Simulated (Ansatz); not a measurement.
Start from `CC(C)[O][Sn][Cl]` and change one atom or group to get `CC(C)[O][Al]([CH3])[F]`.

Ansatz, PBE0-D4/def2-TZVP geometries, multiplicity 1. Each molecule was computed in one conformer, which needn't be the lowest.

Elements past krypton have def2 core potentials.

```tsv
property	`CC(C)[O][Sn][Cl]`
size of the dipole moment (B3LYP/def2-TZVPP) / D	1.86
size of the dipole moment (PBE/def2-TZVPP) / D	1.74
LUMO energy (B3LYP/def2-TZVPP) / eV	-2.67
LUMO energy (PBE0/def2-TZVPP) / eV	-2.45
HOMO–LUMO gap (ωB97M-V/def2-TZVPP) / eV	9.09
HOMO–LUMO gap (PBE0/def2-TZVPP) / eV	5.19
```

Problem. Give the same properties after the change, and the shifts. (An estimate is asked.)

Solution. Ansatz gave: 
```tsv
property	`CC(C)[O][Al]([CH3])[F]`	shift
size of the dipole moment (B3LYP/def2-TZVPP) / D	1.03	-0.83
size of the dipole moment (PBE/def2-TZVPP) / D	1.03	-0.71
LUMO energy (B3LYP/def2-TZVPP) / eV	-0.43	2.24
LUMO energy (PBE0/def2-TZVPP) / eV	-0.12	2.33
HOMO–LUMO gap (ωB97M-V/def2-TZVPP) / eV	11.80	2.71
HOMO–LUMO gap (PBE0/def2-TZVPP) / eV	7.96	2.77
```

With PBE0 the HOMO falls by 0.45 eV and the LUMO rises by 2.33 eV, so the gap widens by about 2.78 eV. PBE moves the HOMO by -0.25 eV and ωB97M-V by -0.68 eV. Dipoles are sizes alone; their direction can turn.

B3LYP here is the variant with VWN-RPA as its local correlation; programs differ in this.
